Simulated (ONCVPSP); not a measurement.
# nickel: one change to an ONCV potential, before and after

```
Element                 : nickel (Ni)
Generator               : ONCVPSP 4.0.1
Type                    : optimised norm-conserving Vanderbilt (ONCV)
Functional              : PBE
Relativity              : scalar-relativistic
Frozen core             : [Ne]
Valence charge          : 18
Reference configuration : 3s2 3p6 3d8 4s2
Partial waves           : 3s+4s: rc 1.25 bohr, ncon 4, nbas 8, qcut 8.6 1/bohr, 2 projectors; 3p: rc 1.05 bohr, ncon 4, nbas 9, qcut 14 1/bohr, 2 projectors, debl 0.4 Ha; 3d: rc 1.10 bohr, ncon 4, nbas 8, qcut 17.1 1/bohr, 2 projectors, debl 1.2 Ha; f scattering state at 0.17 Ha: rc 0.95 bohr, ncon 4, nbas 8, qcut 13.2 1/bohr, local
Local potential         : the f channel
Core correction         : Teter function, fcfact 2.25, rcfact 1.55
```

In the p channel the program set the typed energies aside and used -2.623, 0.250 Ha.

All-electron outer shells of the reference configuration (PBE, scalar-relativistic, ld1.x):

```json
{"shell": "2p", "level (eV)": "-844.68", "outermost node (bohr)": "–", "outermost maximum (bohr)": "0.16"}
{"shell": "3s", "level (eV)": "-111.06", "outermost node (bohr)": "0.30", "outermost maximum (bohr)": "0.64"}
{"shell": "3p", "level (eV)": "-71.39", "outermost node (bohr)": "0.27", "outermost maximum (bohr)": "0.65"}
{"shell": "3d", "level (eV)": "-8.87", "outermost node (bohr)": "–", "outermost maximum (bohr)": "0.63"}
{"shell": "4s", "level (eV)": "-5.64", "outermost node (bohr)": "0.92", "outermost maximum (bohr)": "2.24"}
```

Change: all radii but the core radius scaled by about 0.76 (s 0.96, p 0.80, d 0.84, f 0.72 bohr).

Cutoffs: the cutoffs (Ha) at which the residual kinetic energy of the hardest occupied pseudo-wave falls to 1 and 0.1 mHa per electron; they do not see the model core or the augmentation charge, which bear on the density cutoff. Errors are all-electron minus pseudo energies relative to the spin-unpolarised reference configuration.

Task: Predict the effect on cutoff, ghosts and configuration errors.

Result: The potential gets harder (95 Ha and 109 Ha → 119 Ha and 191 Ha); the errors of the 4 common tests hardly move; neither file shows a bound ghost. A smaller radius makes the pseudo-wave follow the all-electron one further in, where it bends more sharply, so more plane waves are needed.

```tsv
quantity	base	changed
cutoff, loose	95 Ha	119 Ha
cutoff, tight	109 Ha	191 Ha
loose cutoff by channel	s 27 Ha, p 40 Ha, d 95 Ha	s 104 Ha, p 71 Ha, d 119 Ha
bound ghosts	none	none
GHOST(+) flags under 300 eV	none	none
error for 3s2 3p6 3d8 4s1, meV [ΔE 9.32 eV]	-0.4	-0.3
error for 3s2 3p6 3d8 4s0, meV [ΔE 26.67 eV]	-0.1	-0.2
error for 3s2 3p6 3d7 4s0, meV [ΔE 64.14 eV]	-6.3	-5.5
error for 3s2 3p6 3d8 4s1.5, meV [ΔE 3.72 eV]	-0.2	-0.2
rms error of d²Exc/dni dnj with the model core, mHa	1.49	1.27
```
